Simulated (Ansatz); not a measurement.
CH4Ge, SMILES `[CH3][GeH]` (lower singlet) (charge 0, multiplicity 1). This singlet lies 1.08 eV below the relaxed triplet at the level frozen-core CCSD(T)/cc-pVTZ // PBE0-D3(BJ)/def2-TZVP (Ansatz, a quantum-chemistry and plane-wave program).

Computed with Ansatz with PBE0/cc-pVTZ // PBE0-D3(BJ)/def2-TZVP.

Ansatz 0.2 input:
```yaml
crystal:
  periodic: [false, false, false]
  atoms:
    - { symbol: C, position_ang: [-0.558828, -0.03051, -0.043766] }
    - { symbol: Ge, position_ang: [1.243159, -0.757622, -0.469771] }
    - { symbol: H, position_ang: [-0.686874, 0.012035, 1.04342] }
    - { symbol: H, position_ang: [-1.36579, -0.618615, -0.480394] }
    - { symbol: H, position_ang: [-0.627939, 1.003006, -0.40055] }
    - { symbol: H, position_ang: [1.99627, 0.391705, 0.351057] }
basis:
  gaussian: { orbitals: cc-pVTZ }
hamiltonian:
  xc: pbe0
```

Output:

```
Functional definition: PBE0
827 factors; their error is unknown
mean field evaluation 1: about -57606.0014 eV, gradient 5.1e1 eV
mean field evaluation 2: about -57600.8419 eV, gradient 6.2e1 eV
mean field evaluation 4: about -57611.8874 eV, gradient 1.1e0 eV
mean field evaluation 8: about -57612.0956 eV, gradient 6.6e-2 eV
mean field -57612.09558032 eV, -2117.2054616960 hartree, gradient 5.0e-5 eV, S^2 0.000000; 0 other end points of the search recorded, 0 dependent functions left out
reference -57612.09560466 eV, -2117.2054625901 hartree; 21, 21 occupied and 108, 108 virtual orbitals, 827 factors
Total energy: -57612.09560466 eV, -2117.2054625901 hartree
```
